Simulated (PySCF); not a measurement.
**A survey of $^{19}$F NMR shifts**

Computational details: shieldings: GIAO PBE0/pcSseg-1, geometry from GFN2-xTB, in PySCF 2.14.0 with density-fitted response routines (no relativistic terms, no solvent, averaged over atoms made equivalent by symmetry, fast rotation or ring inversion, single conformer).

Shieldings were converted by a linear fit to measured shifts: $^{19}$F (scatter 6.0 ppm rms, 7.0 ppm with the 5 outliers that the fit left out vs CFCl3, solution or neat liquid, with a term for F on sp3 carbon). A few per cent of atoms miss by over 2 rms, more outside the fitted compound classes.

(1) Give the $^{19}$F shifts of `FC(F)O[C@@H]1CCCCCO1`, `Cc1pcc(C(F)(F)F)s1`, `C#CC[P@@H](=O)C(F)=C(F)F`, `O=C1C=C(F)C1`, `C#C[C@H](N(C)[SiH3])C(F)(F)F`, `C#CCN[Si@H](C)C(F)(F)F`, `C=C/N=C\[C@@H]([SiH3])C(F)(F)F`, `FC(F)=C(F)[C@@H]1CCN[SiH2]1`.

(2) Match the shifts -61.6, -79.1, -116.0 ppm to `CC(=O)C(F)(F)F`, `CC#CCN[SiH2]C(F)(F)F`, `Fc1ccco1`.

Results:

(1) 
```tsv
compound	environment	δ (ppm)
[F:1][CH:2]([F:3])[O:4][C@@H:5]1[CH2:6][CH2:7][CH2:8][CH2:9][CH2:10][O:11]1	F1: fluorine of a CF2 group	-87.8
[F:1][CH:2]([F:3])[O:4][C@@H:5]1[CH2:6][CH2:7][CH2:8][CH2:9][CH2:10][O:11]1	F3: fluorine of a CF2 group	-94.3
Cc1pcc(C(F)(F)F)s1	fluorine of a CF3 group (×3)	-54.9
[CH:1]#[C:2][CH2:3][P@@H:4](=[O:5])[C:6]([F:7])=[C:8]([F:9])[F:10]	F9: vinylic fluorine	-86.8
[CH:1]#[C:2][CH2:3][P@@H:4](=[O:5])[C:6]([F:7])=[C:8]([F:9])[F:10]	F10: vinylic fluorine	-115.1
[CH:1]#[C:2][CH2:3][P@@H:4](=[O:5])[C:6]([F:7])=[C:8]([F:9])[F:10]	F7: vinylic fluorine	-207.8
O=C1C=C(F)C1	vinylic fluorine	-61.3
C#C[C@H](N(C)[SiH3])C(F)(F)F	fluorine of a CF3 group (×3)	-67.7
C#CCN[Si@H](C)C(F)(F)F	fluorine of a CF3 group (×3)	-64.8
C=C/N=C\[C@@H]([SiH3])C(F)(F)F	fluorine of a CF3 group (×3)	-61.4
[F:1][C:2]([F:3])=[C:4]([F:5])[C@@H:6]1[CH2:7][CH2:8][NH:9][SiH2:10]1	F3: vinylic fluorine	-106.1
[F:1][C:2]([F:3])=[C:4]([F:5])[C@@H:6]1[CH2:7][CH2:8][NH:9][SiH2:10]1	F1: vinylic fluorine	-125.5
[F:1][C:2]([F:3])=[C:4]([F:5])[C@@H:6]1[CH2:7][CH2:8][NH:9][SiH2:10]1	F5: vinylic fluorine	-183.4
```

(2) -61.6: CC#CCN[SiH2]C(F)(F)F (fluorine of a CF3 group); -79.1: CC(=O)C(F)(F)F (fluorine of a CF3 group); -116.0: Fc1ccco1 (aryl fluorine).
